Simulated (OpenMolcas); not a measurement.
Bi+: effect of the IPEA shift

```
Program             : OpenMolcas 26.06
Basis               : ANO-RCC-VTZP [8s7p5d3f2g]
Scalar Hamiltonian  : DKH2, point nucleus
Active space        : 2 electrons in 3 orbitals (6p)
State averaging     : 2S+1 = 3 even, 3 roots; 2S+1 = 1 even, 6 roots
Spin-orbit coupling : RASSI with atomic mean-field integrals over the reference wave functions, term energies averaged over their components
```

Methods on the same reference wave functions:
A. CASSCF
B. SS-CASPT2, IPEA 0 Eh, imaginary shift 0.1 Eh (closed shells correlated: 5d 6s)
C. SS-CASPT2, IPEA 0.25 Eh, imaginary shift 0.1 Eh (closed shells correlated: 5d 6s)

Energies in cm-1 above 6s2 6p2 3P0.

```json
{"Level": "6s2 6p2 3P0", "A": "0.0", "B": "0.0", "C": "0.0"}
{"Level": "6s2 6p2 3P1", "A": "10614", "B": "11260", "C": "11260"}
{"Level": "6s2 6p2 3P2 [56 %]", "A": "15395", "B": "15260", "C": "15130"}
{"Level": "6s2 6p2 1D2 [56 %]", "A": "30382", "B": "29860", "C": "29690"}
{"Level": "6s2 6p2 1S0", "A": "43766", "B": "40350", "C": "40360"}
```

Between B and C the level of the table that moves most is 6s2 6p2 1D2 [56 %], by 170 cm-1 (lowest in C, highest in B). Moves below CASPT2's spread within the term are not significant.

From A to B the spin-free energies of the other terms of 6s2 6p2 shown, above 3P, scale by a factor of 0.79.

The lowest spin-free term lies below A's lowest term by 0.472 hartree in B, 0.465 hartree in C.

Term energies are means over components that CASPT2 splits; among the terms shown or strongly mixed into the levels shown the widest spread is 120 cm-1 (6s2 6p2 1D, C). Spin-orbit splittings of 6p shells tend to come out small when the coupling is added on scalar orbitals. With the s shell closed, the reference lacks s² → p² mixing. Levels of configurations outside the active space are missing.

A share in square brackets marks a mixed level and gives the weight of the term that names it, the lowest over the columns.
